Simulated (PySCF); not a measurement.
Isomers of C3H8BFO, mass 90.065 u with the commonest isotopes. The calculation used PBE0-D3(BJ)/def2-SVP geometry optimisation, gas phase in PySCF. One conformer each, none proved a minimum here; rigid rotors.

Question: Order these by out-of-plane moment Σ m c² = (Ia + Ib − Ic)/2, smallest first.
A. `[BH2:1][O:2][C:3]([CH3:4])([CH3:5])[F:6]` with H–B1–O2–C3 0° and 180°, B1–O2–C3–C4 -65°
B. `[BH2:1][O:2][C@@H:3]([F:4])[CH2:5][CH3:6]` with H–B1–O2–C3 180° and 1°, B1–O2–C3–F4 111°, O2–C3–C5–C6 64°
C. `[CH3:1][CH2:2][B:3]([F:4])[O:5][CH3:6]` with C1–C2–B3–F4 -179°, C2–B3–O5–C6 180°

Answer: C (4.71 u·Å²), B (12.14 u·Å²), A (51.46 u·Å²).

Question: Order these by radius of gyration √(Σ m r²/M), largest first.
A. `[BH2:1][O:2][C:3]([CH3:4])([CH3:5])[F:6]` with H–B1–O2–C3 0° and 180°, B1–O2–C3–C4 -65°
B. `[CH3:1][CH2:2][B:3]([F:4])[O:5][CH3:6]` with C1–C2–B3–F4 -179°, C2–B3–O5–C6 180°
C. `[BH2:1][O:2][C@@H:3]([F:4])[CH2:5][CH3:6]` with H–B1–O2–C3 180° and 1°, B1–O2–C3–F4 111°, O2–C3–C5–C6 64°

Answer: B (1.817 Å), C (1.728 Å), A (1.587 Å).

Question: Order these by rotational constant A, largest first.
A. `[CH3:1][CH2:2][B:3]([F:4])[O:5][CH3:6]` with C1–C2–B3–F4 -179°, C2–B3–O5–C6 180°
B. `[BH2:1][O:2][C:3]([CH3:4])([CH3:5])[F:6]` with H–B1–O2–C3 0° and 180°, B1–O2–C3–C4 -65°
C. `[BH2:1][O:2][C@@H:3]([F:4])[CH2:5][CH3:6]` with H–B1–O2–C3 180° and 1°, B1–O2–C3–F4 111°, O2–C3–C5–C6 64°

Answer: A (5385 MHz), B (4736 MHz), C (4280 MHz).

```tsv
SMILES	point group	Ia (u·Å²)	Ib (u·Å²)	Ic (u·Å²)	κ	μa (D)	μb (D)	μc (D)
BO[C@@H](F)CC	C1	118.09	162.89	256.69	-0.02	1.73	0.52	0.88
BOC(C)(C)F	Cs	106.71	171.45	175.24	-0.93	0.45	0.04	2.25
CCB(F)OC	near Cs	93.86	208.35	292.80	-0.62	0.74	0.64	0.01
```
